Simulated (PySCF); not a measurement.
Sodium bromide, NaBr.
SMILES: `[Na][Br]`

Linear response at PBE0/aug-cc-pVTZ (PySCF, frozen core in the response, non-relativistic). Isolated species at its PBE0-D3(BJ)/def2-TZVP geometry, gas phase. Relativistic effects, spin–orbit coupling among them, are left out although an element past zinc is present.

Static isotropic polarisability: 42.33 au (6.27 Å³), principal values 38.6, 38.6, 49.8 au.

Task: What is the polarisability at 1064 nm and at the sodium D line?

Result: 43.61 au at 1064 nm (+3.0 %), 47.23 au at 589.3 nm (+11.6 %). The rise at 589.3 nm is 3.83 times that at 1064 nm; a pure ω² law gives 3.26. The lowest singlet lies at 352 nm, shorter than both wavelengths.

Task: What is the isotropic C6 coefficient between two such molecules, C6 = (3/π)∫α(iω)² dω?

Result: 449.4 au (Eh·bohr⁶) by a ten-point quadrature over imaginary frequencies, which is 269 eV·Å⁶ or 25.9 J·nm⁶/mol.

Task: Which effective excitation energy ω̄ makes London's formula C6 = (3/4)α²ω̄ exact here?

Result: ω̄ = 4·C6/(3α²) = 0.334 Eh = 9.1 eV. A one-pole form α(ω) = α/(1 − ω²/ω̄²) fitted to the 1064 nm value gives 6.8 eV.

Task: What does −C6/R⁶ come to at R = 8 Å between centres?

Result: -99 J/mol. This is the leading, orientation-averaged term; C8 and higher terms are left out.

Task: The lowest 10 singlets have (eV, f): 3.52, 0.014; 3.52, 0.014; 4.17, 0.117; 5.37, 0.000; 5.37, 0.000; 5.40, 0.000; 5.53, 0.059; 5.77, 0.038; 5.77, 0.038; 5.84, 0.057. What share of the static polarisability do they carry in the sum over states α = Σ f/ω²?

Result: 11.02 au, 26.0 % of α; the largest term, 5.00 au, is that of the state at 4.17 eV. Their oscillator strengths add up to 0.34. Higher states carry the rest.

Task: What molar refraction at the D line follows from R = (4π/3)·N_A·α′, with α′ the polarisability volume?

Result: α′ = 7.00 Å³ gives R = 17.66 cm³/mol, for isolated, non-vibrating species.

Task: What n − 1 at the D line would an ideal gas of it have at 273.15 K and 1 atm (2.6868 × 10¹⁹ cm⁻³), by n − 1 = 2π·N·α′?

Result: 11.82 × 10⁻⁴, a formal value whether or not that pressure can be reached.

Task: How many electrons N does the Slater–Kirkwood formula C6 = (3/4)·√N·α^(3/2) need to give this C6?

Result: N = (4·C6/3)²/α³ = 4.7; the species has 46 electrons in all.

Task: How anisotropic is the static polarisability, by Δα² = ½[(α1 − α2)² + (α2 − α3)² + (α3 − α1)²]?

Result: Δα = 11.1 au, or 0.26 of the isotropic value.

The run took 9.0 s wall (grids of density and orbitals included) on an Arm Neoverse N1 with one thread, no GPU, shared host with 64 logical CPUs at a one-minute load of 56, and the process peaked at 0.39 GiB of memory. This is the whole response run at PBE0/aug-cc-pVTZ, SCF included.
